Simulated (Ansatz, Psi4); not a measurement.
Psi4 was given this input:
```
memory 2 GB

molecule {
1 1
C     1.21296475   -0.43505659    1.05745699
C     0.49340484    0.73006851    0.40560672
N    -0.22912828    0.30572748   -0.83364535
C    -1.42679703   -0.52369353   -0.58580884
H     1.90138003   -0.91149101    0.36319589
H     1.79585188   -0.06458150    1.89576360
H     0.52350240   -1.17871165    1.44533444
H     1.21504360    1.49985744    0.12601840
H    -0.23433377    1.16776361    1.09065133
H     0.42852521   -0.22443572   -1.42056931
H    -0.51217892    1.14132391   -1.35893829
H    -2.12795182    0.01940297    0.04481675
H    -1.91645003   -0.76834228   -1.52611082
H    -1.14692605   -1.44878838   -0.08817373
}

set {
  basis sto-3g
  scf_type pk
  puream true
  d_convergence 1e-8
}

energy('scf')
print_variables()
```

### Question
Give the equivalent Ansatz (an electronic-structure program) input.

### Answer
One answer among several that fit: 
Ansatz 0.2 input:
```yaml
crystal:
  periodic: [false, false, false]
  atoms:
    - {symbol: C, position_ang: [1.21296475, -0.43505659, 1.05745699]}
    - {symbol: C, position_ang: [0.49340484, 0.73006851, 0.40560672]}
    - {symbol: N, position_ang: [-0.22912828, 0.30572748, -0.83364535]}
    - {symbol: C, position_ang: [-1.42679703, -0.52369353, -0.58580884]}
    - {symbol: H, position_ang: [1.90138003, -0.91149101, 0.36319589]}
    - {symbol: H, position_ang: [1.79585188, -0.06458150, 1.89576360]}
    - {symbol: H, position_ang: [0.52350240, -1.17871165, 1.44533444]}
    - {symbol: H, position_ang: [1.21504360, 1.49985744, 0.12601840]}
    - {symbol: H, position_ang: [-0.23433377, 1.16776361, 1.09065133]}
    - {symbol: H, position_ang: [0.42852521, -0.22443572, -1.42056931]}
    - {symbol: H, position_ang: [-0.51217892, 1.14132391, -1.35893829]}
    - {symbol: H, position_ang: [-2.12795182, 0.01940297, 0.04481675]}
    - {symbol: H, position_ang: [-1.91645003, -0.76834228, -1.52611082]}
    - {symbol: H, position_ang: [-1.14692605, -1.44878838, -0.08817373]}
basis:
  gaussian:
    orbitals: STO-3G
hamiltonian:
  xc: hf
total_charge: 1
accuracy: high
```

Both were run: Psi4 gave -171.631852 Eh and Ansatz -171.631852 Eh, 0.000 mEh apart.
